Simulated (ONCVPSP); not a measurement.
# Transferability test, ONCV potential for sulfur

ONCVPSP 4.0.1 input, shortened (lines: element, Z, core and valence counts, functional; n l f; lmax; l rc ep ncon nbas qcut; lloc lpopt rc5 dvloc0; l nproj debl; icmod fcfact rcfact), PBEsol, scalar-relativistic:

```
  S 16.00    3    2  -116133      upf
    1    0    2.00
    2    0    2.00
    2    1    6.00
    3    0    2.00
    3    1    3.50
    2
    0    1.50    0.00    4    8    5.60
    1    1.30    0.00    4    8    5.50
    2    1.35    0.07    3    6    7.60
    4    5    0.80    6.00
    0    3    1.70
    1    2    0.40
    2    2    3.50
    3    5.50    1.40
```

In the p channel the program set the typed energies aside and used -0.429, 0.250 Ha.

Energies are relative to the spin-unpolarised reference configuration 3s2 3p3.5; without spin polarisation the order of configurations can differ from experiment.

```json
{"valence configuration": "3s2 3p4", "charge": "0", "ΔE all-electron (eV)": "-4.643", "error AE − PS (meV)": "+0.6"}
{"valence configuration": "3s2 3p2", "charge": "+2", "ΔE all-electron (eV)": "29.331", "error AE − PS (meV)": "+6.9"}
```

(1) What are ΔE and the potential's error for 3s0 3p6?

(2) What are ΔE and the potential's error for 3s2 3p3?

## Answers

(1) ΔE = 16.036 eV all-electron; the error (AE − PS) is -3.0 meV.

(2) ΔE = 7.090 eV all-electron; the error (AE − PS) is +0.2 meV.
